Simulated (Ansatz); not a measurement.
Basis sets compared for Li7H7⁺ (the lowest doublet isomer of a short search). Total charge 1; doublet. Geometry PBE-D4/def2-TZVP. Ansatz on 4 threads of Intel Xeon on a shared host; times are rough, and most runs start from earlier orbitals.

```
atom   x (Å)   y (Å)   z (Å)
 Li1   0.669  -0.624  -1.913
 Li2  -1.895   0.219   0.222
 Li3  -0.041  -2.468  -0.309
 Li4   2.618   1.651  -0.224
 Li5   2.579  -1.641  -0.572
 Li6   0.629   0.295   0.678
 Li7   0.034   2.509   1.742
  H8  -3.894  -0.335   0.246
  H9   1.501   2.010   0.998
 H10   2.032   0.126  -0.886
 H11  -3.827   0.057   0.891
 H12  -0.657  -0.724  -0.611
 H13   1.237  -2.292  -1.516
 H14  -0.985   1.216   1.252
```

In the doublet, H8 and H11 lie 0.76 Å apart (atoms count from 1), so H2 has formed as a molecule. The structure comes from a short search, and lower isomers may exist.

```json
{"level": "PBE-D4/def2-SVP", "functions": "98", "energy (Eh)": "-56.5017", "HOMO (eV)": "-5.81", "LUMO (eV)": "-4.98", "wall time": "3.5 s"}
{"level": "PBE0-D4/def2-SVP", "functions": "98", "energy (Eh)": "-56.5470", "HOMO (eV)": "-6.29", "LUMO (eV)": "-4.34", "wall time": "5 s"}
```

Task: Estimate the rows for PBE-D4/def2-TZVP (with forces), PBE0-D4/def2-TZVP.

Result: 
| level | functions | energy (Eh) | HOMO (eV) | LUMO (eV) | wall time |
| --- | --- | --- | --- | --- | --- |
| PBE-D4/def2-TZVP (with forces) | 140 | -56.5470 | -5.89 | -5.04 | 4.4 s |
| PBE0-D4/def2-TZVP | 140 | -56.5889 | -6.37 | -4.41 | 4.7 s |
